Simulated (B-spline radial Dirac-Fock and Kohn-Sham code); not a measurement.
**How the settings move the core levels of S**

ΔSCF core binding energies without Breit or QED terms, calculated with an atomic code on a B-spline grid. Keys: rel is the Hamiltonian (dirac, or spin-free x2c and nr, where L3 and M5 stand for the whole 2p and 3d shells), method is hf or an exchange,correlation pair (spin-unpolarised, also for the hole states), nuc the nuclear model, radius_factor scales its radius, rmax is the box in bohr, h the logarithmic mesh step, order the B-spline order, points the quadrature points per cell, c_factor scales the speed of light, and damp, ndamp, maxit and tol steer the iteration. The run stops when the commutator error falls below 10·tol·max(1, Z/10), or the numerical noise floor, and the energy has settled to about 1e-8 Ha; the virial ratio is −V/T.

Base input:

```json
{"items": [{"Z": 16, "q": 0, "cfg": [[1, 0, 2], [2, 0, 2], [2, 1, 6], [3, 0, 2], [3, 1, 4]], "A": 32, "rrms": 3.2611, "do": "settings", "holes": ["K", "L3", "M5"],
  "settings": [{"rel": "dirac", "method": "hf", "nuc": "fermi", "radius_factor": 1.0, "rmax": 45.0, "h": 0.3, "order": 8, "points": 10, "c_factor": 1.0, "maxit": 60, "damp": 0.5, "ndamp": 3, "tol": 1e-08}]}]}
```

The ground state converged in 10 iterations, with total energy -398.59792 Ha, virial ratio 1.99438 and highest orbital energy -11.55 eV. ΔSCF binding energies: K (1s) 2482.4 eV. Holes are computed only in closed shells, and unreliable hole states are left out.

Changes from the base run:

| changed setting | Δ total energy (Ha) | Δ K (eV) | iterations |
| --- | --- | --- | --- |
| tol = 0.0001 | 0.00000 | 0.00 | 8 |
| tol = 1e-06 | 0.00000 | 0.00 | 8 |
| damp = 0.8 | 0.00000 | 0.00 | 10 |
| method = "wc,pbe" | -0.18579 | +10.66 | 9 |
| method = "wc,pbe"; radius_factor = 1.2; tol = 1e-06 | -0.18563 | +10.66 | 9 |
| rmax = 80.0 | 0.00000 | 0.00 | 10 |
| radius_factor = 1.2 | +0.00016 | 0.00 | 10 |
| rel = "x2c" | +0.03447 | -0.71 | 10 |
| method = "pw91,pw91"; order = 7; damp = 0.2 | -0.61018 | +13.16 | 10 |
| rel = "x2c"; nuc = "gauss"; radius_factor = 1.2 | +0.03463 | -0.72 | 10 |
| method = "pw91,pw91" | ? | ? | ? |
| nuc = "sphere"; h = 0.5; c_factor = 10.0 | +1.10953 | -8.31 | 9 |
| c_factor = 10.0 | +1.10859 | -8.31 | 9 |

Task: What does the change method = "pw91,pw91" do?

Result: The total energy moves by -0.61019 Ha and the binding energies by K +13.16 eV; the run takes 10 iterations.
